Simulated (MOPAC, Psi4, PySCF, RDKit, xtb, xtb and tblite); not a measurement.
Two geometries of SMILES [SiH2](B(O)O)O[SiH3] (H₇BO₃Si₂), relaxed at GFN2-xTB with one dihedral held; other torsions can differ between them too.

Structure A

```
13

O      3.0935    -0.6788    -0.4866
B      1.8855    -0.0921    -0.3092
O      1.8879     1.1244     0.3062
Si     0.2948    -0.8103    -1.2266
O     -0.8873     0.2608    -0.8267
Si    -2.3979     0.8305    -0.7463
H      3.8428    -0.0838    -0.4157
H      1.0330     1.5419     0.4060
H      0.3558    -0.7628    -2.6990
H     -0.2311    -2.1485    -0.9173
H     -3.1425     0.4500    -1.9434
H     -2.2171     2.2800    -0.6483
H     -3.0028     0.2731     0.4624
```

Structure B

```
13

O      2.2725    -1.0021    -0.7130
B      2.1305     0.3593    -0.6294
O      1.2062     0.9088     0.1921
Si     3.5262     1.5025    -1.4272
O      4.7564     0.4998    -1.8275
Si     5.3081    -1.0092    -1.9995
H      2.3224    -1.5336     0.0779
H      0.6225     0.3086     0.6657
H      3.2814     2.2748    -2.6543
H      4.1637     2.4224    -0.4690
H      6.6321    -0.8170    -2.5860
H      4.4191    -1.7749    -2.8696
H      5.3961    -1.6331    -0.6746
```

**Question.** Which is lower in energy at the level DF-MP2 (frozen core)/cc-pVTZ // GFN2-xTB (Psi4), and by how much?

**Answer.** A is lower, by 7.66 kcal/mol (dihedral H7–O1–B2–Si4: 150° in A, 120° in B).

E(B) − E(A) in kcal/mol at the other levels, on the same two geometries: GFN2-xTB (xtb and tblite) 5.70; PBE/def2-TZVP // GFN2-xTB (Psi4) 8.10; PBE-D3(BJ)/def2-TZVP // GFN2-xTB (Psi4) 7.78; wB97X-D/def2-TZVP // GFN2-xTB (Psi4) 7.58; HF/cc-pVTZ // GFN2-xTB (Psi4) 7.76; UFF // GFN2-xTB (RDKit) -11.68; PM6, restricted, heats of formation // GFN2-xTB (MOPAC) 4.37; PM3, restricted, heats of formation // GFN2-xTB (MOPAC) 2.25; GFN1-xTB // GFN2-xTB (xtb) 2.57; restricted B3LYP/6-31G*, spherical d, density fitting // GFN2-xTB (PySCF) 8.27; restricted MP2 (frozen core)/6-31G*, spherical d // GFN2-xTB (PySCF) 8.30; restricted Hartree-Fock/STO-3G // GFN2-xTB (PySCF) 9.19; restricted MP2 (frozen core)/3-21G // GFN2-xTB (PySCF) 7.03.
